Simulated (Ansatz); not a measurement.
Two isomers of CH6GeSSi: A = `S[SiH]1[CH2][GeH2]1`, B = `[CH2]1[SiH2][S][GeH2]1`.

Gas-phase electronic energies from Ansatz, PBE0-D4/def2-TZVP geometries. CBS: MP2 limit from def2 TZ/QZ plus the TZ coupled-cluster correction, frozen cores. DFT in def2-TZVPP. B3LYP here is the variant with VWN-RPA as its local correlation; programs differ in this. For Ge outer-core shells are correlated without core-valence functions, which leaves a few kJ/mol of doubt a bond. Scalar relativity is left out up to krypton. One conformer a species, not always the lowest.

Problem. Which is lower in electronic energy at CCSD(T)/CBS, and by how much? (An estimate is asked.)

Solution. The calculation gave: B, by 37.3 kcal/mol.

Problem. Give E(B) − E(A) in kcal/mol with B2PLYP, MP2/def2-TZVPP, B3LYP, PBE0-D4, r2SCAN-D4, CCSD(T)/def2-TZVPP, CCSD/def2-TZVPP. (Best estimate.)

Solution. The calculation gave: B2PLYP -37.1, MP2/def2-TZVPP -39.5, B3LYP -35.3, PBE0-D4 -36.3, r2SCAN-D4 -35.3, CCSD(T)/def2-TZVPP -37.8, CCSD/def2-TZVPP -38.4. None reverses the order clearly.

Largest T1 diagnostic: 0.012.

The D4 term adds −0.9 kcal/mol with B3LYP and −0.4 kcal/mol with PBE0; it sums over pairs of atoms, weighted by their polarisabilities, and B3LYP, whose exchange is more repulsive, gets the larger term. From PBE to PBE0 (25 % exact exchange), in def2-TZVPP and without D4, E(B) − E(A) moves by −3.0 kcal/mol.
